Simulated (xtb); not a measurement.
xtb input (GFN2-xTB):

```bash
xtb mol.xyz --gfn 2 --sp --chrg 0 --uhf 0
```
mol.xyz:
```
4

B     -0.01178706     0.83869764    -0.00331350
Br     1.66103330    -0.06531701     0.02545569
Br    -1.65853892    -0.11216865    -0.02475449
H     -0.02836814     2.01851006    -0.00797466
```

End of the output:

```
         :::::::::::::::::::::::::::::::::::::::::::::::::::::
         ::                     SUMMARY                     ::
         :::::::::::::::::::::::::::::::::::::::::::::::::::::
         :: total energy              -9.973225930349 Eh    ::
         :: gradient norm              0.024361490818 Eh/a0 ::
         :: HOMO-LUMO gap              3.561421844047 eV    ::
         ::.................................................::
         :: SCC energy                -9.998765897167 Eh    ::
         :: -> isotropic ES            0.033294365755 Eh    ::
         :: -> anisotropic ES          0.000981736321 Eh    ::
         :: -> anisotropic XC         -0.014275910846 Eh    ::
         :: -> dispersion             -0.002360032600 Eh    ::
         :: repulsion energy           0.025539966818 Eh    ::
         :: add. restraining           0.000000000000 Eh    ::
         :: total charge              -0.000000000000 e     ::
         :::::::::::::::::::::::::::::::::::::::::::::::::::::

           -------------------------------------------------
          |                Property Printout                |
           -------------------------------------------------

    * Orbital Energies and Occupations

         #    Occupation            Energy/Eh            Energy/eV
      -------------------------------------------------------------
         1        2.0000           -0.8644664             -23.5233
         2        2.0000           -0.8559854             -23.2925
         3        2.0000           -0.5670137             -15.4292
         4        2.0000           -0.5166548             -14.0589
         5        2.0000           -0.5046669             -13.7327
         6        2.0000           -0.4778456             -13.0028
         7        2.0000           -0.4514104             -12.2835
         8        2.0000           -0.4438655             -12.0782
         9        2.0000           -0.4428216             -12.0498 (HOMO)
        10                         -0.3119418              -8.4884 (LUMO)
Note: The following floating-point exceptions are signalling: IEEE_DENORMAL
normal termination of xtb
        11                         -0.1278917              -3.4801
        12                         -0.1230001              -3.3470
        13                          0.0000967               0.0026
        14                          0.0052999               0.1442
        15                          0.0072200               0.1965
        16                          0.0074583               0.2030
        17                          0.0075307               0.2049
        18                          0.0188534               0.5130
        19                          0.0195347               0.5316
        20                          0.1010370               2.7494
       ...                                ...                  ...
        23                          0.7787200              21.1901
      -------------------------------------------------------------
                  HL-Gap            0.1308798 Eh            3.5614 eV
             Fermi-level           -0.3773817 Eh          -10.2691 eV

     #   Z          covCN         q      C6AA      α(0)
     1   5 B        2.633     0.381    16.277     6.814
     2  35 Br       1.009    -0.152   189.226    22.180
     3  35 Br       1.009    -0.152   189.226    22.180
     4   1 H        0.936    -0.077     4.808     3.428

 Mol. C6AA /au·bohr⁶  :       1138.017729
 Mol. C8AA /au·bohr⁸  :      63418.184952
 Mol. α(0) /au        :         54.600905

Wiberg/Mayer (AO) data.
largest (>0.10) Wiberg bond orders for each atom

 ---------------------------------------------------------------------------
     #   Z sym  total        # sym  WBO       # sym  WBO       # sym  WBO
 ---------------------------------------------------------------------------
     1   5 B    3.360 --     3 Br   1.190     2 Br   1.190     4 H    0.980
     2  35 Br   1.248 --     1 B    1.190
     3  35 Br   1.248 --     1 B    1.190
     4   1 H    0.994 --     1 B    0.980
 ---------------------------------------------------------------------------

Topologies differ in total number of bonds
Writing topology from bond orders to xtbtopo.mol

molecular dipole:
                 x           y           z       tot (Debye)
 q only:       -0.005       0.362      -0.001
   full:       -0.014       1.031      -0.004       2.620
molecular quadrupole (traceless):
                xx          xy          yy          xz          yz          zz
 q only:       -2.908      -0.060       1.328      -0.068       0.000       1.580
  q+dip:      -11.854      -0.248       5.700      -0.272      -0.002       6.154
   full:      -11.256      -0.220       4.323      -0.275       0.006       6.933

           -------------------------------------------------
          | TOTAL ENERGY               -9.973225930349 Eh   |
          | GRADIENT NORM               0.024361490818 Eh/α |
          | HOMO-LUMO GAP               3.561421844047 eV   |
           -------------------------------------------------

------------------------------------------------------------------------
------------------------------------------------------------------------
 total:
 SCF:
```
